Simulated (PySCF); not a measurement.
C9H6N4, SMILES C1=CC2=NC=NC3=NC=CC(=C1)N23. Geometry: PBE0-D3(BJ)/def2-SVP.

Q: Give the equilibrium geometry at PBE0-D3(BJ)/def2-SVP (PySCF confirms it by a frequency run) as Cartesian coordinates in Å, and its point group. (An estimate is asked for; the answer gives what the named calculation found.)

A: point group Cs.
```xyz
19

C     -0.8206    -2.6429     0.0000
C      0.5305    -2.3445     0.0000
C      0.9658    -1.0103     0.0000
N      2.2685    -0.7089     0.0000
C      2.5804     0.5768     0.0000
N      1.7567     1.6055     0.0000
C      0.4403     1.3568     0.0000
N     -0.4206     2.3519     0.0000
C     -1.7313     2.0801     0.0000
C     -2.2518     0.8121     0.0000
C     -1.3605    -0.2891     0.0000
C     -1.7674    -1.6272     0.0000
N      0.0000     0.0045     0.0000
H     -1.1451    -3.6862     0.0000
H      1.3095    -3.1048     0.0000
H      3.6523     0.8140     0.0000
H     -2.3996     2.9488     0.0000
H     -3.3243     0.6218     0.0000
H     -2.8366    -1.8362     0.0000
```
Charge 0, spin multiplicity 1.
